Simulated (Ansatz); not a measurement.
C$_{2}$H$_{7}$GeN (`[CH3][GeH]1[CH2][NH]1`) at its PBE0-D4/def2-TZVP geometry, where that method's forces vanish. Total charge 0; spin multiplicity 1.

```xyz
11

C    -1.6899    0.0162   -0.7485
Ge    0.1903    0.3790   -0.4584
C     1.0655    0.1664    1.2332
N     1.1058   -1.0368    0.3694
H    -2.2703    0.9390   -0.7517
H    -1.8332   -0.4969   -1.7000
H    -2.0401   -0.6274    0.0584
H     0.9588    1.1175   -1.5571
H     0.4816    0.0401    2.1414
H     1.9923    0.7130    1.3976
H     2.0393   -1.2103    0.0156
```

(1) What forces (eV/Å) does ωB97M-V/def2-TZVPP give on these atoms in the Gaussian-basis code of Ansatz? (Best estimate.)

Results:

(1) Ansatz gave: 
```
C1  -0.043  0.006 -0.009
Ge2  0.067 -0.003 -0.055
C3  -0.037  0.229  0.193
N4   0.076 -0.122 -0.168
H5   0.036 -0.079  0.000
H6   0.009  0.042  0.081
H7   0.023  0.049 -0.063
H8  -0.064 -0.051  0.084
H9   0.070  0.004 -0.081
H10 -0.078 -0.071 -0.021
H11 -0.059 -0.006  0.038
```
